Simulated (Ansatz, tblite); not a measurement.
Cost and result up the ladder for the cluster MgF3⁻ (the lowest singlet isomer of a short search) (4 atoms). The state is a singlet with charge -1. Geometry: r2SCAN-D4/def2-TZVPD.

```xyz
4

Mg    0.001    0.001    0.000
F     1.651   -0.583    0.491
F    -0.513   -0.083   -1.742
F    -1.139    0.665    1.252
```

Ansatz on 4 threads of Arm Neoverse V1 on a shared host; xTB runs through tblite on one thread. Times are rough, summed over both states, and most runs start from the orbitals of an earlier one. PBE-QIDH/def2-TZVPD serves as the yardstick here, not as an exact answer. Differences are given only for rows in sets of like size (and for xTB, whose basis is part of the method), since another set adds its own error. The other state is a triplet at its own geometry.

The xTB rows come from tblite. LC-ωPBE has ω = 0.4 bohr⁻¹. B3LYP takes the VWN-RPA correlation. HSE06 is defined as in plane-wave codes, on full-range PBE exchange. Correlated methods freeze 4 core orbitals; core or outer-core shells of Mg are correlated, in sets that lack core-valence functions. In the triplet, F2 and F3 lie 1.99 Å apart (atoms count from 1), so these atoms are partly bonded to each other. At PBE0-D4/def2-TZVPD a singlet of charge -1 lies 5.37 eV below the triplet, each at its own geometry. The structure comes from a short search, and lower isomers may exist.

Run but left out: HF/6-31G, HF/def2-TZVPD, HF/def2-TZVPPD, MP2/def2-TZVPD, MP2/def2-TZVPPD (triplet: a determinant that CCSD turns far, T1 0.046).

Correlated methods converge slowly with the basis.

xTB has no spin-polarisation term.

| level | functions | triplet − singlet (eV) | difference from PBE-QIDH/def2-TZVPD (eV) | remarks |
| --- | --- | --- | --- | --- |
| r2SCAN0-D4/def2-TZVPD | 155 | 5.45 | -0.44 | HOMO above zero (triplet) |
| GFN2-xTB | 21 | 5.01 | -0.87 | – |
| B3LYP-D4/6-31G | 40 | 4.71 | – | HOMO above zero (triplet) |
| PBE0-D4/def2-TZVPD (with forces) | 155 | 5.37 | -0.51 | HOMO above zero (triplet) |
| HSE06-D4/def2-TZVPD | 155 | 5.37 | -0.52 | HOMO above zero (triplet) |
| LC-ωPBE/def2-TZVPD | 155 | 5.73 | -0.16 | – |
| PBE-QIDH/def2-TZVPD | 155 | 5.89 | 0.00 | – |
| r2SCAN-D4/def2-TZVPD | 155 | 5.20 | -0.69 | HOMO above zero (triplet) |
| PBE-D4/def2-TZVPD | 155 | 5.08 | -0.81 | HOMO above zero (triplet) |
| RPA@PBE/def2-TZVPD | 155 | 5.24 | -0.65 | – |
| LDA (SPW92)/def2-TZVPD | 155 | 5.28 | -0.60 | HOMO above zero (triplet) |

Question: Estimate how long each takes.

Answer: GFN2-xTB 0.04 s; B3LYP-D4/6-31G 1.1 s; LDA (SPW92)/def2-TZVPD 1.8 s; LC-ωPBE/def2-TZVPD 3.1 s; PBE-D4/def2-TZVPD 3.1 s; HSE06-D4/def2-TZVPD 3.7 s; PBE0-D4/def2-TZVPD (with forces) 3.8 s; r2SCAN-D4/def2-TZVPD 5.3 s; PBE-QIDH/def2-TZVPD 5.5 s; RPA@PBE/def2-TZVPD 5.5 s; r2SCAN0-D4/def2-TZVPD 6.2 s. On shared hardware such times vary by a factor of up to 3.
